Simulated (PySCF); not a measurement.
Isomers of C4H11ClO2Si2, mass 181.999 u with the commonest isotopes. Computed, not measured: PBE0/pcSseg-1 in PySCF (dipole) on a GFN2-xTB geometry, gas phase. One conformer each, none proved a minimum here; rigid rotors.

Problem. Order these by rotational constant A, smallest first.
A. `[CH3:1][C@H:2]([Cl:3])/[C:4](=[CH:5]/[O:6][SiH3:7])[O:8][SiH3:9]` with C1–C2–C4–C5 15°, C4–C5–O6–Si7 1°, C2–C4–O8–Si9 -32°
B. `[SiH3:1][CH2:2][C@@H:3]1[CH2:4][O:5][CH2:6][Si@H:7]([Cl:8])[O:9]1` with Si1–C2–C3–C4 156°, C2–C3–C4–O5 179°, C3–C4–O5–C6 75°, C4–O5–C6–Si7 -58°, O5–C6–Si7–Cl8 149°
C. `[CH3:1][O:2][SiH2:3]/[CH:4]=[C:5](/[O:6][CH3:7])[SiH2:8][Cl:9]` with C1–O2–Si3–C4 -176°, O2–Si3–C4–C5 4°, C4–C5–O6–C7 -1°, C4–C5–Si8–Cl9 69°

Solution. C (1160 MHz), B (1236 MHz), A (1370 MHz).

Problem. Order these by rotational constant B, largest first.
A. `[CH3:1][C@H:2]([Cl:3])/[C:4](=[CH:5]/[O:6][SiH3:7])[O:8][SiH3:9]` with C1–C2–C4–C5 15°, C4–C5–O6–Si7 1°, C2–C4–O8–Si9 -32°
B. `[CH3:1][O:2][SiH2:3]/[CH:4]=[C:5](/[O:6][CH3:7])[SiH2:8][Cl:9]` with C1–O2–Si3–C4 -176°, O2–Si3–C4–C5 4°, C4–C5–O6–C7 -1°, C4–C5–Si8–Cl9 69°
C. `[SiH3:1][CH2:2][C@@H:3]1[CH2:4][O:5][CH2:6][Si@H:7]([Cl:8])[O:9]1` with Si1–C2–C3–C4 156°, C2–C3–C4–O5 179°, C3–C4–O5–C6 75°, C4–O5–C6–Si7 -58°, O5–C6–Si7–Cl8 149°

Solution. B (784.9 MHz), C (764.9 MHz), A (689.8 MHz).

Problem. Order these by dipole moment, smallest first.
A. `[CH3:1][O:2][SiH2:3]/[CH:4]=[C:5](/[O:6][CH3:7])[SiH2:8][Cl:9]` with C1–O2–Si3–C4 -176°, O2–Si3–C4–C5 4°, C4–C5–O6–C7 -1°, C4–C5–Si8–Cl9 69°
B. `[CH3:1][CH2:2][O:3][C@@H:4]1[CH2:5][SiH2:6][O:7][Si@H:8]1[Cl:9]` with C1–C2–O3–C4 -171°, C2–O3–C4–C5 -71°, O3–C4–C5–Si6 -146°, C4–C5–Si6–O7 22°, C5–Si6–O7–Si8 -8°, Si6–O7–Si8–Cl9 -124°
C. `[SiH3:1][CH2:2][C@@H:3]1[CH2:4][O:5][CH2:6][Si@H:7]([Cl:8])[O:9]1` with Si1–C2–C3–C4 156°, C2–C3–C4–O5 179°, C3–C4–O5–C6 75°, C4–O5–C6–Si7 -58°, O5–C6–Si7–Cl8 149°

Solution. C (1.65 D), A (2.41 D), B (3.15 D).

```json
{"SMILES": "[SiH3]C[C@@H]1COC[Si@H](Cl)O1", "point group": "C1", "Ia (u·Å²)": "408.83", "Ib (u·Å²)": "660.72", "Ic (u·Å²)": "996.15", "κ": "-0.29", "μa (D)": "0.04", "μb (D)": "1.63", "μc (D)": "0.25"}
{"SMILES": "CO[SiH2]/C=C(/OC)[SiH2]Cl", "point group": "C1", "Ia (u·Å²)": "435.62", "Ib (u·Å²)": "643.85", "Ic (u·Å²)": "967.91", "κ": "-0.18", "μa (D)": "0.54", "μb (D)": "2.32", "μc (D)": "0.34"}
{"SMILES": "C[C@H](Cl)/C(=C/O[SiH3])O[SiH3]", "point group": "C1", "Ia (u·Å²)": "368.90", "Ib (u·Å²)": "732.67", "Ic (u·Å²)": "992.88", "κ": "-0.58", "μa (D)": "0.74", "μb (D)": "0.25", "μc (D)": "1.42"}
{"SMILES": "CCO[C@@H]1C[SiH2]O[Si@H]1Cl", "point group": "C1", "Ia (u·Å²)": "413.38", "Ib (u·Å²)": "734.33", "Ic (u·Å²)": "1066.67", "κ": "-0.43", "μa (D)": "2.14", "μb (D)": "2.08", "μc (D)": "0.99"}
```
